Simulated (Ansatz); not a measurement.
# KBr (SMILES [K][Br]): the vertical ionisation energy from total energies

KBr has 2 atoms, charge 0, and is taken as a singlet. As SMILES, `[K][Br]`. Geometry: relaxed at PBE0-D4/def2-TZVP.

```xyz
2

K     1.2270   -0.4597    0.6134
Br   -1.1975    0.3995   -0.6093
```

Both states at this one shape; open shells run unrestricted unless said. 1 Eh = 27.2114 eV.

```tsv
level	program	singlet KBr (Eh)	doublet KBr+ (Eh)
PBE0/pcseg-0	Ansatz	-3169.401310	-3169.100210
PBE0/pcseg-3	Ansatz	-3173.765182	-3173.459586
CCSD(T)/ANO-RCC-MB (sfX2C), 14 core orbitals frozen	Ansatz	-3205.970990	-3205.726114
CCSD(T)/ANO-RCC-VQZP (sfX2C), 14 core orbitals frozen	Ansatz	-3206.586385	-3206.282333
```

Q: Work out the vertical ionisation energy at each level.

A: 
1. PBE0/pcseg-0: -3169.100210 − (-3169.401310) = 0.301100 Eh = 8.19 eV.
2. PBE0/pcseg-3: -3173.459586 − (-3173.765182) = 0.305596 Eh = 8.32 eV.
3. CCSD(T)/ANO-RCC-MB (sfX2C): -3205.726114 − (-3205.970990) = 0.244876 Eh = 6.66 eV.
4. CCSD(T)/ANO-RCC-VQZP (sfX2C): -3206.282333 − (-3206.586385) = 0.304052 Eh = 8.27 eV.

No measured value is set beside it here; the levels span 6.66 to 8.32 eV. Spin-orbit coupling, which splits open shells on such heavy atoms by tenths of an eV, is left out. Minimal sets are far from the basis-set limit. All-electron rows are non-relativistic unless named.
